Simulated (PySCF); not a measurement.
## XPS shifts beside NMR shieldings

C6H5S (charge -1).
Bonds: S1–C2, C2–C3 (aromatic), C3–C4 (aromatic), C4–C5 (aromatic), C5–C6 (aromatic), C6–C7 (aromatic), C2–C7 (aromatic). Hydrogens: H8 on C3; H9 on C4; H10 on C5; H11 on C6; H12 on C7.

Binding energies: delta-SCF UKS SCAN, pcX-2 on the ionised atom, pcseg-1 elsewhere, spin-free X2C in PySCF. Shieldings: GIAO HF/pcSseg-2, non-relativistic, same geometry.

| atom | isotropic shielding (ppm) |
| --- | --- |
| C2 | -4.8 |
| C3 | 48.7 |
| C4 | 56.0 |
| C5 | 77.0 |

**Question.** What are the C 1s binding energies of these atoms?

**Answer.** 
| atom | environment | C 1s (eV) | isotropic shielding (ppm) |
| --- | --- | --- | --- |
| C3 | aromatic CH carbon | 285.12 | 48.7 |
| C5 | aromatic CH carbon | 285.34 | 77.0 |
| C4 | aromatic CH carbon | 285.84 | 56.0 |
| C2 | substituted aromatic carbon | 285.88 | -4.8 |

By binding energy: C3 < C5 < C4 ≈ C2. By shielding: C2 < C3 < C4 < C5.

Of atoms equivalent by bonding only the ionised one is listed; its partners' own values can differ in this conformer. The unrestricted hole states depart most from a pure doublet (⟨S²⟩ = 0.75; over 0.85 named) for C 1s of C2 (0.94), which makes this value less certain. The species carries charge -1, so core ionisation leaves a neutral species. The basis sets have no added diffuse functions. Isolated species at its PBE0-D3(BJ)/def2-SVP geometry, gas phase. The geometry's basis has no diffuse functions, a weakness for an anion.
